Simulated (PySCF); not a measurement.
Gas-phase reaction: 3 SnHF₃ = 2 SnF₃ + 2 F + SnH₃F

Computed with PySCF and rigid-rotor harmonic-oscillator thermochemistry at 1 bar. † marks an energy on the PBE0/def2-TZVP geometry and frequencies; other levels use their own. MP2 and CCSD(T) freeze the core. Open shells (unrestricted): SnF₃ (multiplicity 2), F (multiplicity 2, electronic degeneracy 6); the rest are closed-shell singlets. Spin-orbit splitting is ignored; it lowers the true energy and changes the entropy of F. B3LYP is the form with VWN-RPA correlation. Sn: scalar-relativistic def2 core potential, no spin-orbit coupling. SnHF₃, SnF₃, SnH₃F: computed as isolated molecules; such fragments, hydroxides, amides, oligomers or adducts are transient or little studied in the gas. MP2 isn't extrapolated to the basis-set limit; its ΔH°(298 K) is 957.9 kJ in def2-SVP and 1011.5 kJ in def2-TZVPP. CCSD(T) isn't extrapolated to the basis-set limit; its ΔH°(298 K) is 896.5 kJ in def2-SVP and 951.1 kJ in def2-TZVPP. The harmonic model lacks anharmonicity and excited electronic states, which grow with temperature; levels with a mode under 35 cm⁻¹ are left out.

```
level              ΔE electronic, kJ  ΔH°(298 K), kJ  ΔS°(298 K), J/K  ΔG°(800 K), kJ
-----------------  -----------------  --------------  ---------------  --------------
B3LYP/def2-TZVP†                 917             909              280             685
CCSD(T)/def2-SVP†                905             897              280             673
M06-2X/def2-TZVP†                972             964              280             740
MP2/def2-SVP†                    966             958              280             734
MP2/def2-TZVPP†                 1020            1012              280             788
PBE/def2-TZVP†                   953             945              280             721
PBE0/def2-QZVP†                  935             927              280             703
PBE0/def2-SVP†                   893             885              280             661
PBE0/def2-TZVP                   926             918              280             694
```
ΔH° is lowest at PBE0/def2-SVP† and highest at MP2/def2-TZVPP†. No reference value is set beside these.
